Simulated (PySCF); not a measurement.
## 29Si chemical shifts

Computed data (PySCF 2.14): geometry: GFN2-xTB, GIAO PBE0/pcSseg-1 shieldings. Equivalent nuclei averaged, in vacuum, a single conformation, no relativistic terms.

Shieldings were converted by a linear fit to measured shifts: 29Si (scatter 8.9 ppm rms, 25.8 ppm with the 6 outliers that the fit left out vs TMS, solution or neat liquid). A few per cent of atoms miss by over 2 rms, more outside the fitted compound classes.

Give the 29Si shifts of `[SiH3]O[SiH2]S[SiH2]S`, `CCS[Si@H](Cl)CC`, `CC[SiH2]O[Si@@H]1C=C[SiH2]N1`, `CC(=O)N[Si](O)(O)OC=O`, `C#C[SiH2]O[Si@](C)([SiH3])NC`.

Answers


| compound | environment | δ (ppm) |
| --- | --- | --- |
| [SiH3:1][O:2][SiH2:3][S:4][SiH2:5][SH:6] | Si5: silicon bonded to 2 S, 2 H | -26.4 |
| [SiH3:1][O:2][SiH2:3][S:4][SiH2:5][SH:6] | Si3: silicon bonded to O, S, 2 H | -28.1 |
| [SiH3:1][O:2][SiH2:3][S:4][SiH2:5][SH:6] | Si1: silicon bonded to O, 3 H | -39.5 |
| CCS[Si@H](Cl)CC | silicon bonded to C, Cl, S, H | 8.4 |
| [CH3:1][CH2:2][SiH2:3][O:4][Si@@H:5]1[CH:6]=[CH:7][SiH2:8][NH:9]1 | Si3: silicon bonded to C, O, 2 H | -22.7 |
| [CH3:1][CH2:2][SiH2:3][O:4][Si@@H:5]1[CH:6]=[CH:7][SiH2:8][NH:9]1 | Si5: silicon bonded to C, N, O, H, in a 5-membered ring | -30.3 |
| [CH3:1][CH2:2][SiH2:3][O:4][Si@@H:5]1[CH:6]=[CH:7][SiH2:8][NH:9]1 | Si8: silicon bonded to C, N, 2 H, in a 5-membered ring | -37.2 |
| CC(=O)N[Si](O)(O)OC=O | silicon bonded to N, 3 O | -63.2 |
| [CH:1]#[C:2][SiH2:3][O:4][Si@:5]([CH3:6])([SiH3:7])[NH:8][CH3:9] | Si5: silicon bonded to C, N, O, Si | -6.6 |
| [CH:1]#[C:2][SiH2:3][O:4][Si@:5]([CH3:6])([SiH3:7])[NH:8][CH3:9] | Si3: silicon bonded to C, O, 2 H | -55.6 |
| [CH:1]#[C:2][SiH2:3][O:4][Si@:5]([CH3:6])([SiH3:7])[NH:8][CH3:9] | Si7: silicon bonded to Si, 3 H | -117.5 |
